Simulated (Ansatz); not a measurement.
Isolated molecules relaxed with PBE0-D4/def2-TZVP in Ansatz; ΔE leaves out vibrations. CCSD(T)/CBS adds triple-zeta CCSD(T) − MP2 to the extrapolated MP2 energy (def2 sets, frozen cores). This one scheme is used for every species. Functionals use def2-TZVPP. Each species was taken in one conformer, which may not be the lowest.

Consider the formal exchange of groups at the Si–C bond: `O=C[SiH](O)Cl` + `C#C[SiH](Cl)Cl` → `O[SiH](Cl)C#C[SiH](Cl)Cl` + `C=O`.

`O=C[SiH](O)Cl`:

Z-matrix (Å, degrees):
```
Si
C 1 1.921
Cl 1 2.050 2 105.5
O 1 1.624 2 105.0 3 120.1
H 1 1.476 2 115.4 3 -118.3
O 2 1.208 1 117.3 3 -113.9
H 2 1.112 1 122.9 3 63.8
H 4 0.964 1 113.7 2 -15.4
```

`C#C[SiH](Cl)Cl`:

```xyz
7

C    -0.837   -0.268   -1.809
C    -0.327   -0.074   -0.735
Si    0.445    0.244    0.868
Cl   -0.946    0.014    2.339
Cl    1.965   -1.081    1.154
H    -1.289   -0.444   -2.759
H     0.989    1.609    0.941
```

`O[SiH](Cl)C#C[SiH](Cl)Cl`:

```xyz
11

O     0.467    1.675   -2.520
Si   -0.747    0.768   -1.933
Cl   -1.135   -0.848   -3.126
C    -0.326    0.098   -0.287
C    -0.034   -0.333    0.809
Si    0.389   -1.003    2.439
Cl    0.001    0.405    3.855
Cl    2.369   -1.476    2.457
H     1.350    1.302   -2.559
H    -1.938    1.625   -1.874
H    -0.395   -2.213    2.739
```

`C=O`:

Cartesian coordinates in Å:
```
C -0.001 -0.004 0.003
O 0.256 0.990 -0.609
H -0.431 0.029 1.024
H 0.176 -1.015 -0.417
```

| species | PBE-D4 energy (Eh) |
| --- | --- |
| `O=C[SiH](O)Cl` | -939.70156 |
| `C#C[SiH](Cl)Cl` | -1286.79818 |
| `O[SiH](Cl)C#C[SiH](Cl)Cl` | -2112.09692 |
| `C=O` | -114.42064 |

(1) Work out ΔE.

Largest T1 diagnostic among the species: 0.015.

## Answers

(1) ΔE = (-2112.09692) + (-114.42064) − (-939.70156) − (-1286.79818) = -0.01782 Eh = -0.48 eV. CCSD(T)/CBS gives -0.54 eV.

From PBE to PBE0 (25 % exact exchange), in def2-TZVPP and without D4, ΔE moves by −0.04 eV. Leaving LDA and LC-ωPBE aside and taking each functional with its dispersion term where it has one, the values, not all of them listed here, spread over 0.09 eV, from BHLYP-D4 to PBE-D4. LDA lies +0.06 eV from PBE without D4.
